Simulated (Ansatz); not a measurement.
What each rung costs, and what it gives

Saddle point of SiN2H10O2, closed shell (SiN₂H₆ ([NH2][SiH2][NH2]) + H₂O + H₂O → SiNH₅O ([NH2][SiH2][OH]) + H₂O + NH₃; bonds formed: Si1–O7, N2–H8, H6–O9; bonds broken: Si1–N2, H6–O7, H8–O9), PBE0-D4/def2-TZVP structure:

```
15
angstrom
Si -0.7343 0.1946 -0.6361
N 0.3333 -1.2819 -0.2679
H -1.4098 -0.4882 -1.8212
H -1.8697 0.1800 0.3270
N -0.1323 1.5066 -1.5717
H 0.4470 0.1995 1.6436
O 0.2355 1.0390 0.8826
H 0.5015 -1.3221 0.9817
O 0.7016 -0.9353 2.1390
H -0.0805 -2.1128 -0.6761
H 1.2478 -1.1757 -0.6983
H 0.1046 2.4013 -1.1771
H -0.4480 1.5830 -2.5239
H 1.0793 1.4321 0.6430
H 0.0239 -1.2202 2.7554
```

Barriers are electronic and count from the start structure reached by relaxing down the imaginary mode.

Ansatz 0.2.0; basis: as named in each row; cores frozen in the correlated methods. B3LYP uses VWN-RPA correlation. Extrapolation: Hartree–Fock as exp(−7.88 √X), correlation as X^−2.97.

Times are rough, for one single point on 8 threads of a shared host (Intel Xeon).

The estimate by CCSD(T) at an estimated basis limit (MP2 extrapolated from triple and quadruple zeta, plus CCSD(T) − MP2 in triple zeta) is 89.9 kJ/mol.

```tsv
method	basis	time (s)	barrier (kJ/mol)	method less estimate
HF	STO-3G	under 1	75.0	-15.0
PBE-D4	STO-3G	under 1	-130.5	-220.4
SPW92	def2-SVP	under 1	-3.6	-93.5
B3LYP-D4	6-31G	1	32.3	-57.7
PBE-D4	def2-SVP	1	43.0	-47.0
PBE0-D4	def2-SVP	2	58.0	-31.9
SPW92	def2-TZVPP	3	16.6	-73.4
PBE-D4	def2-TZVPP	4	62.5	-27.4
BLYP-D4	def2-TZVPP	4	81.7	-8.2
wB97M-V	def2-SVP	4	63.9	-26.0
B3LYP-D4	def2-TZVPP	4	89.3	-0.6
BHLYP-D4	def2-TZVPP	4	103.9	14.0
PBE0-D4	def2-TZVPP	5	74.2	-15.7
CAM-B3LYP-D4	def2-TZVPP	5	85.8	-4.1
r2SCAN-D4	def2-TZVPP	6	63.4	-26.5
r2SCAN0-D4	def2-TZVPP	6	73.9	-16.0
RPA on PBE	def2-TZVPP	8	84.3	-5.7
B97M-V	def2-TZVPP	9	86.9	-3.0
wB97X-V	def2-TZVPP	9	83.8	-6.1
wB97M-V	def2-TZVPP	9	83.0	-7.0
B2PLYP	def2-TZVPP	9	91.6	1.7
PBE-QIDH	def2-TZVPP	9	79.8	-10.2
CCSD(T)	def2-SVP	10	85.0	-5.0
MP2	def2-QZVPP	40	81.2	-8.7
CCSD(T)	def2-TZVPP	290	87.1	-2.8
```

All methods are single points on the PBE0-D4 structures; a negative value means that the method puts the saddle structure below the start.

The T1 diagnostic stays at or below 0.011.

The step is the kind of ligand exchange by which a precursor binds to a hydroxyl group, or is hydrolysed, in atomic layer deposition of oxides.

Labels in which every atom is bracketed show which atoms are joined, not bond orders.
